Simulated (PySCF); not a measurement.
PySCF 2.14 output of an unrestricted PBE0 calculation on a single atom or ion in aug-cc-pwCVQZ, with the non-relativistic Hamiltonian (point nucleus):

```
SCF conv_tol = 1e-09
number electrons alpha = 8  beta = 6
    C. Adamo and V. Barone.,  J. Chem. Phys. 110, 6158 (1999)
    M. Ernzerhof and G. E. Scuseria.,  J. Chem. Phys. 110, 5029 (1999)
cycle= 1 E= -242.275491757773  delta_E= -0.00582  |g|= 0.0124  |ddm|= 1.99
cycle= 2 E= -242.275674875137  delta_E= -0.000183  |g|= 0.00622  |ddm|= 0.316
cycle= 3 E= -242.275744406339  delta_E= -6.95e-05  |g|= 0.0032  |ddm|= 0.0656
cycle= 4 E= -242.275753910877  delta_E= -9.5e-06  |g|= 0.00069  |ddm|= 0.0773
cycle= 5 E= -242.275754658342  delta_E= -7.47e-07  |g|= 8.62e-05  |ddm|= 0.0158
cycle= 6 E= -242.27575467853  delta_E= -2.02e-08  |g|= 1.08e-05  |ddm|= 0.00231
cycle= 7 E= -242.275754678712  delta_E= -1.82e-10  |g|= 1.8e-06  |ddm|= 0.000283
converged SCF energy = -242.275754678712  <S^2> = 2.0056187  2S+1 = 3.0037435
```

The run itself started from symmetry-adapted Hartree-Fock orbitals and held the occupation by maximum overlap, on a logarithmic radial grid, so the iterations belong to that start.

**Question.** Which element, charge and spin multiplicity is this?

**Answer.** Al⁻ (aluminium, charge -1), multiplicity 3; the state was [Ne] 3s2 3p2, high-spin 3P determinant.

At PBE0 the highest occupied level has a positive energy, so only the finite basis holds that electron; in a semilocal or global hybrid functional this comes from self-interaction and does not mean that the real anion is unbound.
